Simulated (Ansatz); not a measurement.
Calculated with Ansatz (gas phase, PBE0-D4/def2-TZVP geometries, no zero-point term in ΔE). CBS: MP2 limit from def2 TZ/QZ plus the TZ coupled-cluster correction, frozen cores. This one scheme is used for every species. DFT in def2-TZVPP. B3LYP here is the variant with VWN-RPA as its local correlation; programs differ in this. Each species was taken in one conformer, which may not be the lowest.

Reaction (hydrogenolysis of the Si–F bond): `O[Si@H](F)N[Si@H](O)Cl` + H₂ → `O[SiH2]N[SiH](O)Cl` + H–F

```
             level  ΔE (kJ/mol)  difference from CCSD(T)/CBS
            PBE-D4        146.2                         -4.5
           ωB97M-V        154.6                          3.9
            B2PLYP        154.4                          3.7
            r2SCAN        159.5                          8.8
              PBE0        143.9                         -6.8
             B3LYP        152.3                          1.6
SCS-MP2/def2-TZVPP        152.1                          1.4
CCSD(T)/def2-TZVPP        150.3                         -0.4
    MP2/def2-QZVPP        154.4                          3.7
      HF/CBS(def2)        153.9                          3.2
       CCSD(T)/CBS        150.7                            0
```

Largest T1 diagnostic among the species: 0.011.
